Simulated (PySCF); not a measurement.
C₃H₇Si₂ (doublet state).
Atom-mapped SMILES: `[SiH3:1][C@@H:2]1[CH:3]=[C:4][SiH2:5]1` (hydrogens: H6, H7, H8 on Si1; H9 on C2; H10 on C3; H11, H12 on Si5)

Geometry (GFN2-xTB, Å), atoms numbered from 1 in this order:
```
atom  x, y, z in Å
Si1    1.6830   -0.2007    0.0024
C2    -0.1071    0.0684   -0.5465
C3    -0.6605    1.4254   -0.1886
C4    -1.7182    1.1025    0.5438
Si5   -1.5376   -0.7696    0.4892
H6     2.5543    0.7391   -0.7080
H7     2.0674   -1.5749   -0.3239
H8     1.7874    0.0328    1.4427
H9    -0.2316   -0.1250   -1.6148
H10   -0.2619    2.3768   -0.4928
H11   -2.4733   -1.5685   -0.2988
H12   -1.1008   -1.5069    1.6693
```

Method: UKS B3LYP, pcH-1 on C H Si, non-relativistic, mean-field spin-orbit, GIAO in PySCF 2.14.0. Geometry: GFN2-xTB; no solvent, vibrations or thermal averaging. The geometry wasn't refined by DFT: couplings that depend on bond lengths, twists or pyramidal angles can differ widely from those at the functional's own minimum. Stability of the SCF solution: not tested.

Problem. Break the g tensor into its mass correction, gauge correction and orbital-Zeeman/spin–orbit terms.

Solution. 
```tsv
Δg (ppm)	1	2	3
relativistic mass correction	-166	-166	-166
gauge correction	42	7	-37
orbital Zeeman/spin–orbit	-982	59	2330
total	-1106	-100	2128
```

So g = 2.00121, 2.00222, 2.00445 and g_iso = 2.00263; the tensor is rhombic: the two nearest values differ by 31 % of g3 − g1. Axes: g1 points within 13° of the C3–H10 bond.

Problem. What effective moment and Curie constant follow for a powder?

Solution. With the mean of g² = 4.0105 and S(S+1) = 0.75: μ_eff = √(⟨g²⟩S(S+1)) = 1.734 μB and χT = 0.12505·⟨g²⟩·S(S+1) = 0.376 cm³ K/mol (cgs; spin-Hamiltonian part alone).

Problem. At 9.758 GHz, how far is the centre of the isotropic spectrum from where a free electron (g = 2.002319) resonates?

Solution. B = hν/(g μB) with μB/h = 13.99624 MHz/mT gives 348.19 mT for the free electron and 348.14 mT at g_iso, 0.05 mT lower.

Problem. What are the electron Larmor frequencies g μB B/h along the three axes at 340 mT?

Solution. 9.5232, 9.5280, 9.5386 GHz for g1, g2 and g3, a range of 15.4 MHz.

Problem. In a frozen sample, at which fields do the three g values resonate at 9.5, 34, 94 and 263 GHz (hyperfine left aside), and which band first spreads them over more than twice a line width of 1.0 mT?

Solution. 
```
band    GHz  B(g3) mT  B(g2) mT  B(g1) mT  spread mT
   X    9.5    338.62    339.00    339.17       0.55
   Q   34.0   1211.92   1213.27   1213.88       1.96
   W   94.0   3350.59   3354.32   3356.01       5.41
   J  263.0   9374.53   9384.96   9389.68      15.15
```

The spread grows in proportion to the frequency. W band is the first where it exceeds 2.0 mT.

The largest Mulliken spin populations are on C4 (+0.91), C3 (-0.11) and C2 (+0.10). No atom but C4 exceeds +0.15.

The HOMO–LUMO gaps are 5.46 eV among the α and 4.85 eV among the β orbitals.

Hardware: Arm Neoverse V2, one thread, no GPU (shared host). Cost: 40 s (with the writing of density and orbital grids), 0.74 GiB resident at most.
